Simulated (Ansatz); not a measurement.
C2H7GaTe, SMILES `[CH3][Ga]([CH3])[TeH]`, 11 atoms. Total charge 0; spin multiplicity 1. Correlated methods include outer-core shells of Ga, Te, which these sets cover unevenly. Scalar relativity is left out up to krypton. Te takes the def2 core potential. All runs use 4 threads of a server CPU on a shared host. Correlated methods freeze the cores.

(1) Give the basis size and wall time and peak host memory of each of these runs in Ansatz. RKS ωB97M-V/def2-SVP energy; RKS ωB97X-V/def2-TZVPP energy; RKS PBE-D4/def2-TZVPP energy and forces; RKS ωB97M-V/def2-QZVPP energy; RKS revPBE-D4/def2-TZVPP energy; RHF-CCSD(T)/def2-TZVPP energy; RKS PBE0-D4/def2-SVP energy; RKS PBE0-D4/def2-QZVPP energy; RKS LC-ωPBE/def2-TZVPP energy; RKS PBE0-D4/def2-TZVP frequencies; direct RPA on PBE orbitals/def2-TZVPP energy; RHF-CCSD(T)/def2-SVP energy. (An estimate is asked.)

Results:

(1) Ansatz gave: Other jobs shared the machine, so times are rough.

```csv
level,job,functions,wall time,peak host memory (GiB)
RKS PBE0-D4/def2-SVP,energy,121,1.5 s,0.3
RKS revPBE-D4/def2-TZVPP,energy,258,2.6 s,0.35
RKS PBE-D4/def2-TZVPP,energy and forces,258,3 s,0.35
RKS LC-ωPBE/def2-TZVPP,energy,258,3.3 s,0.52
RKS ωB97M-V/def2-SVP,energy,121,6.5 s,0.45
direct RPA on PBE orbitals/def2-TZVPP,energy,258,6.5 s,0.72
RKS PBE0-D4/def2-QZVPP,energy,495,9 s,2.1
RKS ωB97X-V/def2-TZVPP,energy,258,12 s,0.96
RHF-CCSD(T)/def2-SVP,energy,121,14 s,0.76
RKS ωB97M-V/def2-QZVPP,energy,495,21 s,2.5
RKS PBE0-D4/def2-TZVP,frequencies,202,2.9 min,0.64
RHF-CCSD(T)/def2-TZVPP,energy,258,5.8 min,6.5
```

LC-ωPBE has ω = 0.4 bohr⁻¹.
